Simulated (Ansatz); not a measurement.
Harmonic vibrations of `C[O][GeH]([F])[F]` by finite differences.

```yaml
crystal:
  periodic: [false, false, false]
  atoms:
    - {symbol: C, position_ang: [0.048150, -1.394725, -0.171455]}
    - {symbol: O, position_ang: [-0.126431, -0.372558, 0.799590]}
    - {symbol: Ge, position_ang: [-0.059639, 1.304841, 0.352431]}
    - {symbol: F, position_ang: [-1.222767, 1.610057, -0.880263]}
    - {symbol: F, position_ang: [1.442455, 1.624550, -0.426775]}
    - {symbol: H, position_ang: [-0.036644, -2.349901, 0.347878]}
    - {symbol: H, position_ang: [1.033854, -1.335429, -0.641792]}
    - {symbol: H, position_ang: [-0.721919, -1.345427, -0.946678]}
    - {symbol: H, position_ang: [-0.268658, 2.212391, 1.549965]}
basis:
  gaussian: {orbitals: def2-TZVP}
hamiltonian: {xc: pbe0, dispersion: d4}
phonons: {temperatures: {t_min: 298.15, t_max: 900, t_step: 200}}
```

```sh
$ ansatz run in.yaml --threads 4 --pin off --events-out ev --progress --plain --max-ram 10444MiB
```

Shortened log:

```
Functional definition: PBE0
mean field -65091.66359031 eV, -2392.0745162297 hartree, gradient 2.6e-5 eV, S^2 0.000000; 0 other end points of the search recorded, 0 dependent functions left out
mean field -65091.66341068 eV, -2392.0745096282 hartree, gradient 2.6e-6 eV, S^2 0.000000; 0 other end points of the search recorded, 0 dependent functions left out
mean field -65091.66342183 eV, -2392.0745100383 hartree, gradient 2.6e-6 eV, S^2 0.000000; 0 other end points of the search recorded, 0 dependent functions left out
mean field -65091.66343410 eV, -2392.0745104892 hartree, gradient 2.6e-6 eV, S^2 0.000000; 0 other end points of the search recorded, 0 dependent functions left out
mean field -65091.66342623 eV, -2392.0745101997 hartree, gradient 2.6e-6 eV, S^2 0.000000; 0 other end points of the search recorded, 0 dependent functions left out
mean field -65091.66342902 eV, -2392.0745103024 hartree, gradient 2.6e-6 eV, S^2 0.000000; 0 other end points of the search recorded, 0 dependent functions left out
mean field -65091.66343177 eV, -2392.0745104035 hartree, gradient 2.6e-6 eV, S^2 0.000000; 0 other end points of the search recorded, 0 dependent functions left out
mean field -65091.66357293 eV, -2392.0745155908 hartree, gradient 2.6e-6 eV, S^2 0.000000; 0 other end points of the search recorded, 0 dependent functions left out
mean field -65091.66356814 eV, -2392.0745154149 hartree, gradient 2.6e-6 eV, S^2 0.000000; 0 other end points of the search recorded, 0 dependent functions left out
mean field -65091.66342968 eV, -2392.0745103268 hartree, gradient 2.6e-6 eV, S^2 0.000000; 0 other end points of the search recorded, 0 dependent functions left out
mean field -65091.66346367 eV, -2392.0745115758 hartree, gradient 2.6e-6 eV, S^2 0.000000; 0 other end points of the search recorded, 0 dependent functions left out
mean field -65091.66353078 eV, -2392.0745140419 hartree, gradient 2.6e-6 eV, S^2 0.000000; 0 other end points of the search recorded, 0 dependent functions left out
mean field -65091.66351663 eV, -2392.0745135219 hartree, gradient 2.6e-6 eV, S^2 0.000000; 0 other end points of the search recorded, 0 dependent functions left out
mean field -65091.66346937 eV, -2392.0745117852 hartree, gradient 2.6e-6 eV, S^2 0.000000; 0 other end points of the search recorded, 0 dependent functions left out
mean field -65091.66346914 eV, -2392.0745117766 hartree, gradient 2.6e-6 eV, S^2 0.000000; 0 other end points of the search recorded, 0 dependent functions left out
mean field -65091.66345004 eV, -2392.0745110750 hartree, gradient 2.6e-6 eV, S^2 0.000000; 0 other end points of the search recorded, 0 dependent functions left out
mean field -65091.66346562 eV, -2392.0745116473 hartree, gradient 2.6e-6 eV, S^2 0.000000; 0 other end points of the search recorded, 0 dependent functions left out
mean field -65091.66346616 eV, -2392.0745116672 hartree, gradient 2.6e-6 eV, S^2 0.000000; 0 other end points of the search recorded, 0 dependent functions left out
mean field -65091.66346104 eV, -2392.0745114792 hartree, gradient 2.6e-6 eV, S^2 0.000000; 0 other end points of the search recorded, 0 dependent functions left out
mean field -65091.66353190 eV, -2392.0745140831 hartree, gradient 2.6e-6 eV, S^2 0.000000; 0 other end points of the search recorded, 0 dependent functions left out
mean field -65091.66355780 eV, -2392.0745150349 hartree, gradient 2.6e-6 eV, S^2 0.000000; 0 other end points of the search recorded, 0 dependent functions left out
mean field -65091.66359637 eV, -2392.0745164524 hartree, gradient 2.6e-6 eV, S^2 0.000000; 0 other end points of the search recorded, 0 dependent functions left out
mean field -65091.66356710 eV, -2392.0745153768 hartree, gradient 2.6e-6 eV, S^2 0.000000; 0 other end points of the search recorded, 0 dependent functions left out
mean field -65091.66353084 eV, -2392.0745140442 hartree, gradient 2.6e-6 eV, S^2 0.000000; 0 other end points of the search recorded, 0 dependent functions left out
mean field -65091.66354884 eV, -2392.0745147058 hartree, gradient 2.6e-6 eV, S^2 0.000000; 0 other end points of the search recorded, 0 dependent functions left out
mean field -65091.66353225 eV, -2392.0745140960 hartree, gradient 2.6e-6 eV, S^2 0.000000; 0 other end points of the search recorded, 0 dependent functions left out
mean field -65091.66350450 eV, -2392.0745130761 hartree, gradient 2.6e-6 eV, S^2 0.000000; 0 other end points of the search recorded, 0 dependent functions left out
mean field -65091.66359674 eV, -2392.0745164660 hartree, gradient 2.6e-6 eV, S^2 0.000000; 0 other end points of the search recorded, 0 dependent functions left out
mean field -65091.66356620 eV, -2392.0745153435 hartree, gradient 2.6e-6 eV, S^2 0.000000; 0 other end points of the search recorded, 0 dependent functions left out
mean field -65091.66356428 eV, -2392.0745152732 hartree, gradient 2.6e-6 eV, S^2 0.000000; 0 other end points of the search recorded, 0 dependent functions left out
mean field -65091.66356873 eV, -2392.0745154367 hartree, gradient 2.6e-6 eV, S^2 0.000000; 0 other end points of the search recorded, 0 dependent functions left out
mean field -65091.66357554 eV, -2392.0745156870 hartree, gradient 2.6e-6 eV, S^2 0.000000; 0 other end points of the search recorded, 0 dependent functions left out
mean field -65091.66357569 eV, -2392.0745156925 hartree, gradient 2.6e-6 eV, S^2 0.000000; 0 other end points of the search recorded, 0 dependent functions left out
mean field -65091.66350197 eV, -2392.0745129832 hartree, gradient 2.6e-6 eV, S^2 0.000000; 0 other end points of the search recorded, 0 dependent functions left out
mean field -65091.66351128 eV, -2392.0745133253 hartree, gradient 2.6e-6 eV, S^2 0.000000; 0 other end points of the search recorded, 0 dependent functions left out
mean field -65091.66355445 eV, -2392.0745149117 hartree, gradient 2.6e-6 eV, S^2 0.000000; 0 other end points of the search recorded, 0 dependent functions left out
mean field -65091.66354915 eV, -2392.0745147170 hartree, gradient 2.6e-6 eV, S^2 0.000000; 0 other end points of the search recorded, 0 dependent functions left out
mean field -65091.66350564 eV, -2392.0745131182 hartree, gradient 2.6e-6 eV, S^2 0.000000; 0 other end points of the search recorded, 0 dependent functions left out
mean field -65091.66350236 eV, -2392.0745129975 hartree, gradient 2.6e-6 eV, S^2 0.000000; 0 other end points of the search recorded, 0 dependent functions left out
mean field -65091.66357206 eV, -2392.0745155588 hartree, gradient 2.6e-6 eV, S^2 0.000000; 0 other end points of the search recorded, 0 dependent functions left out
mean field -65091.66357368 eV, -2392.0745156187 hartree, gradient 2.6e-6 eV, S^2 0.000000; 0 other end points of the search recorded, 0 dependent functions left out
mean field -65091.66356170 eV, -2392.0745151784 hartree, gradient 2.6e-6 eV, S^2 0.000000; 0 other end points of the search recorded, 0 dependent functions left out
mean field -65091.66355685 eV, -2392.0745150000 hartree, gradient 2.6e-6 eV, S^2 0.000000; 0 other end points of the search recorded, 0 dependent functions left out
mean field -65091.66353086 eV, -2392.0745140450 hartree, gradient 2.6e-6 eV, S^2 0.000000; 0 other end points of the search recorded, 0 dependent functions left out
mean field -65091.66353140 eV, -2392.0745140649 hartree, gradient 2.6e-6 eV, S^2 0.000000; 0 other end points of the search recorded, 0 dependent functions left out
mean field -65091.66356950 eV, -2392.0745154647 hartree, gradient 2.6e-6 eV, S^2 0.000000; 0 other end points of the search recorded, 0 dependent functions left out
mean field -65091.66357648 eV, -2392.0745157212 hartree, gradient 2.6e-6 eV, S^2 0.000000; 0 other end points of the search recorded, 0 dependent functions left out
mean field -65091.66353329 eV, -2392.0745141342 hartree, gradient 2.6e-6 eV, S^2 0.000000; 0 other end points of the search recorded, 0 dependent functions left out
mean field -65091.66353079 eV, -2392.0745140424 hartree, gradient 2.6e-6 eV, S^2 0.000000; 0 other end points of the search recorded, 0 dependent functions left out
mean field -65091.66358463 eV, -2392.0745160208 hartree, gradient 2.6e-6 eV, S^2 0.000000; 0 other end points of the search recorded, 0 dependent functions left out
mean field -65091.66358299 eV, -2392.0745159608 hartree, gradient 2.6e-6 eV, S^2 0.000000; 0 other end points of the search recorded, 0 dependent functions left out
mean field -65091.66356545 eV, -2392.0745153161 hartree, gradient 2.6e-6 eV, S^2 0.000000; 0 other end points of the search recorded, 0 dependent functions left out
mean field -65091.66356564 eV, -2392.0745153231 hartree, gradient 2.6e-6 eV, S^2 0.000000; 0 other end points of the search recorded, 0 dependent functions left out
mean field -65091.66354832 eV, -2392.0745146864 hartree, gradient 2.6e-6 eV, S^2 0.000000; 0 other end points of the search recorded, 0 dependent functions left out
mean field -65091.66355501 eV, -2392.0745149326 hartree, gradient 2.6e-6 eV, S^2 0.000000; 0 other end points of the search recorded, 0 dependent functions left out
Total energy: -65091.79738430 eV, -2392.0794330682 hartree
Atom 0 at     0.048150    -1.394725    -0.171455 Å, force    -0.001970    -0.001881    -0.001339 eV/Å
Atom 1 at    -0.126431    -0.372558     0.799590 Å, force     0.001474    -0.001609    -0.000434 eV/Å
Atom 2 at    -0.059639     1.304841     0.352431 Å, force     0.000443    -0.000546    -0.001238 eV/Å
Atom 3 at    -1.222767     1.610057    -0.880263 Å, force    -0.000007    -0.000107    -0.000202 eV/Å
Atom 4 at     1.442455     1.624550    -0.426775 Å, force    -0.000404     0.000085     0.000588 eV/Å
Atom 5 at    -0.036644    -2.349901     0.347878 Å, force     0.000012     0.001120     0.000689 eV/Å
Atom 6 at     1.033854    -1.335429    -0.641792 Å, force    -0.000207     0.001959     0.000991 eV/Å
Atom 7 at    -0.721919    -1.345427    -0.946678 Å, force     0.000590     0.000899     0.000812 eV/Å
Atom 8 at    -0.268658     2.212391     1.549965 Å, force     0.000068     0.000079     0.000134 eV/Å
Dipole moment:    -0.040764    -0.173668     0.250216 e Å
Vibrations: 64.00 87.32 149.17 241.32 249.48 340.29 670.86 701.46 712.82 728.13 732.49 1113.20 1179.04 1201.90 1477.95 1495.99 1498.83 2267.79 3035.34 3106.49 3135.62 cm⁻¹, zero-point energy 1.499558 eV
```

Hardware: 4 threads of an Arm Neoverse N1 on a shared host. Wall time 3.4 min, peak host memory 0.52 GiB.
